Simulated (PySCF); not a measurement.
A structure optimised at PBE-D3(BJ)/def2-SVP, used in a PySCF frequency run:

```xyz
7

F     -3.3261     0.9501    -0.5289
C     -2.5843    -0.1039    -0.1492
C     -1.2705    -0.1510    -0.2620
C      0.0370    -0.2545    -0.3357
Cl     0.8731    -0.9014    -1.7161
Br     1.1771     0.3072     1.0900
H     -3.1981    -0.9244     0.2655
```
Charge 0, spin multiplicity 1.

Write its SMILES and formula.

FC=C=C(Cl)Br, C3HBrClF

What are its rotational constants (standard atomic weights)?

2.1814, 1.0149, 0.71308 GHz
